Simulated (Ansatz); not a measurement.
C₂H₆F₂Hf (`[CH3][Hf]([CH3])([F])[F]`), 11 atoms. Total charge 0; spin multiplicity 1. Correlated methods include outer-core shells of Hf, which these sets cover unevenly. Hf: def2 effective core potential. All runs use 4 threads of an Arm Neoverse V2 on a shared host. Correlated methods freeze the cores.

Question: How many basis functions does each run have, and how long does it take in Ansatz? RKS LC-ωPBE/def2-TZVPP energy; RKS ωB97M-V/def2-QZVPP energy; RKS revPBE-D4/def2-TZVPP energy; RKS CAM-B3LYP-D4/def2-TZVPP energy; RKS PBE0-D4/def2-TZVP frequencies; RHF-CCSD(T)/def2-SVP energy; RKS PBE0-D4/def2-QZVPP energy; direct RPA on PBE orbitals/def2-TZVPP energy; RKS PBE0-D4/def2-SVP energy; RHF-MP2/def2-QZVPP energy; RHF-CCSD(T)/def2-TZVPP energy; RKS B2PLYP (frozen core)/def2-TZVPP energy. (Best estimate.)

Answer: The calculation gave: Other jobs shared the machine, so times are rough.

| level | job | functions | wall time | peak host memory (GiB) |
| --- | --- | --- | --- | --- |
| RKS PBE0-D4/def2-SVP | energy | 118 | 1.1 s | 0.51 |
| RKS revPBE-D4/def2-TZVPP | energy | 264 | 1.9 s | 0.33 |
| RKS LC-ωPBE/def2-TZVPP | energy | 264 | 2.5 s | 0.51 |
| RKS CAM-B3LYP-D4/def2-TZVPP | energy | 264 | 3.1 s | 0.71 |
| RKS B2PLYP (frozen core)/def2-TZVPP | energy | 264 | 5.5 s | 0.7 |
| RKS PBE0-D4/def2-QZVPP | energy | 489 | 6.5 s | 1.6 |
| direct RPA on PBE orbitals/def2-TZVPP | energy | 264 | 7 s | 0.72 |
| RHF-CCSD(T)/def2-SVP | energy | 118 | 12 s | 0.81 |
| RHF-MP2/def2-QZVPP | energy | 489 | 16 s | 2.9 |
| RKS ωB97M-V/def2-QZVPP | energy | 489 | 16 s | 2 |
| RKS PBE0-D4/def2-TZVP | frequencies | 200 | 2.1 min | 0.51 |
| RHF-CCSD(T)/def2-TZVPP | energy | 264 | 4.7 min | 7.7 |

LC-ωPBE has ω = 0.4 bohr⁻¹.
